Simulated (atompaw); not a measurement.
## Plane-wave convergence, PAW (atompaw) potential for europium

atompaw 4.2.0.5 input, output lines left out:

```
Eu 63
GGA-PBE scalarrelativistic loggrid 2001 logderivrange -5 5 251
6 6 5 4 0 0
6 0 0
6 1 0
5 2 0
4 3 7
0 0 0
c
c
c
c
c
v
c
c
c
v
v
c
c
v
v
3
3.00 2.15 2.50 2.15
y
-0.3
n
n
y
2.05
n
y
2.55
n
custom rrkj gramschmidtortho besselshape
4 0 ultrasoft
3.00
2.85
2.40
3.00
3.00
3.00
1.25
1.25
```

The pseudo-atom Hamiltonian at the reference potential is diagonalised in spherical Bessel functions j_l(qr) that vanish at 20 bohr, with q² up to the cutoff. All-electron valence levels (Ry): 6s -1.0263, 5p -2.7391, 6p -0.7270, 5d -1.0011, 4f -1.1869.

**Question.** How do the lowest levels (Ry) of each channel move with the cutoff, and are there ghosts?

**Answer.**

| cutoff (Ry) | s #1 | s #2 | p #1 | p #2 | p #3 | p #4 | d #1 | f #1 | Σ f·Δε (mRy) |
| --- | --- | --- | --- | --- | --- | --- | --- | --- | --- |
| 8 | -2.9613 | -1.0262 | -2.5366 | -0.7270 | -0.3297 | -0.1718 | -0.9898 | -0.3003 | 7420.9 |
| 21 | -3.0336 | -1.0263 | -2.7389 | -0.9381 | -0.7270 | -0.3291 | -1.0011 | -0.3160 | 6097.3 |
| 45 | -3.0340 | -1.0264 | -2.7391 | -0.9386 | -0.7270 | -0.3291 | -1.0011 | -0.9795 | 1451.6 |
| 80 | -3.0341 | -1.0264 | -2.7391 | -0.9386 | -0.7270 | -0.3291 | -1.0011 | -1.1821 | 33.5 |
| 140 | -3.0341 | -1.0264 | -2.7391 | -0.9386 | -0.7270 | -0.3291 | -1.0011 | -1.1866 | 1.8 |
| 260 | -3.0341 | -1.0264 | -2.7391 | -0.9386 | -0.7270 | -0.3291 | -1.0011 | -1.1868 | 0.2 |
| 400 | -3.0341 | -1.0264 | -2.7391 | -0.9386 | -0.7270 | -0.3291 | -1.0011 | -1.1869 | 0.0 |

Result: ghost states, extra bound levels that the all-electron valence spectrum of the same l lacks: s at -41.3 eV, p at -12.8 eV (a true bound ghost makes a file unfit for plane-wave use); 10 mRy is reached at 110 Ry and 1 mRy at 200 Ry.
